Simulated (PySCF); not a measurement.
# Antimony: highly charged ions in a basis for the neutral atom

Sb¹³⁺ [Kr] 4d2, Sb¹⁴⁺ [Kr] 4d1. All numbers are calculated (PySCF 2.14, scalar relativity through the core potential, in def2-SVP with the def2 core potential (28 electrons)). No spin-orbit coupling, so a gap to NIST mixes the basis error with missing relativistic terms.

Changed run: basis of the neutral atom used for a highly charged ion. This setting is unsound on purpose.

```
species  method  sound run (hartree)  changed run (hartree)  converged
  Sb¹³⁺     UHF              not run             -180.72991        yes
  Sb¹³⁺  r2SCAN              not run             -181.22281        yes
  Sb¹³⁺  M06-2X              not run             -181.04005        yes
  Sb¹⁴⁺     UHF              not run             -170.04486        yes
  Sb¹⁴⁺  r2SCAN              not run             -170.50363        yes
  Sb¹⁴⁺  M06-2X              not run             -170.33035        yes
```

Ionisation energy of Sb¹³⁺:

```json
{"method": "UHF", "changed run (eV)": "290.76", "NIST (eV)": "292 ± 3"}
{"method": "r2SCAN", "changed run (eV)": "291.68", "NIST (eV)": "292 ± 3"}
{"method": "M06-2X", "changed run (eV)": "291.43", "NIST (eV)": "292 ± 3"}
```

The contracted functions were made for the neutral atom and can be too rigid for a highly charged ion.
